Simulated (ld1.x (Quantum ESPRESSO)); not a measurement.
## platinum: one change to a TM potential, before and after

platinum, norm-conserving Troullier–Martins (Kleinman–Bylander form), made with ld1.x (Quantum ESPRESSO) 7.5 (PBEsol, scalar-relativistic). Core [Xe] 4f14, reference 5d9 6s1 6p0. Waves: 6s (bound): rc 2.05 bohr; 5d (bound): rc 1.80 bohr; 6p (bound, empty): rc 3.85 bohr. Local part: the p channel. Core correction: none.

Change: all radii scaled by about 1.13 (s 2.32, p 4.36, d 2.04 bohr).

Cutoffs: the cutoffs (Ry, on a coarse ladder) from which the occupation-weighted sum of valence levels, in a spherical-Bessel basis at the reference potential, stays within 10 and 1 mRy of its value at 400 Ry; they do not see the model core or the augmentation charge, which bear on the density cutoff. Errors are all-electron minus pseudo energies relative to the spin-unpolarised reference configuration.

Problem. Predict the effect on cutoff, ghosts and configuration errors.

Solution. The potential gets neither clearly harder nor softer (40 Ry and 50 Ry → 40 Ry and 50 Ry); of the 7 tests that both files solve, the error grows in 1 and shrinks in 1 by more than 15 % and 0.3 meV (median size 71.1 → 75.5 meV); neither file shows a bound ghost.

| quantity | base | changed |
| --- | --- | --- |
| cutoff, loose | 40 Ry | 40 Ry |
| cutoff, tight | 50 Ry | 50 Ry |
| bound ghosts | none | none |
| error for 5d9 6s0 6p0, meV [ΔE 9.23 eV] | -9.9 | -12 |
| error for 5d8 6s0 6p0, meV [ΔE 29.22 eV] | -138 | -150 |
| error for 5d7 6s0 6p0, meV [ΔE 61.47 eV] | -570 | -600 |
| error for 5d9 6s0.5 6p0, meV [ΔE 3.71 eV] | -2.6 | -2.6 |
| error for 5d6 6s0 6p0, meV [ΔE 107.15 eV] | -1321 | -1361 |
| error for 5d10 6s0 6p0, meV [ΔE -0.01 eV] | -71 | -76 |
| error for 5d8 6s1 6p0, meV [ΔE 11.20 eV] | -63 | -49 |
